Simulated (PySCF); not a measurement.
Stepwise substitution at one centre (In CH3-H). All species are isolated molecules in the gas phase. Strings in code marks are SMILES.

The S1 excitation (TDA) from two functionals at the same geometries (M06-2X/def2-TZVP), both in PySCF: PBE-D3(BJ)/def2-TZVP and B3LYP-D3(BJ)/def2-TZVP. B3LYP has the VWN-RPA correlation part, as in Gaussian. Excitations are Tamm–Dancoff values on a coarser integration grid. The basis has no diffuse functions, so Rydberg states are missing or too high.

```
species                                       PBE-D3(BJ)/def2-TZVP (eV)
--------------------------------------------  -------------------------
0 of 3 CH3 replaced by H                                           4.33
1 of 3 CH3 replaced by H (`[CH3][InH][CH3]`)                       4.19
2 of 3 CH3 replaced by H (`[InH2][CH3]`)                           4.21
```

Problem. What does B3LYP-D3(BJ)/def2-TZVP give for each?

Solution. 
- 0 of 3 CH3 replaced by H: 4.53
- 1 of 3 CH3 replaced by H (`[CH3][InH][CH3]`): 4.38
- 2 of 3 CH3 replaced by H (`[InH2][CH3]`): 4.41
Over these rows, drawn at random from the members with no instability flagged (it was tested for open shells, ions and some series alone), PBE minus B3LYP-D3(BJ): mean -0.20 eV, from -0.20 eV to -0.19 eV.
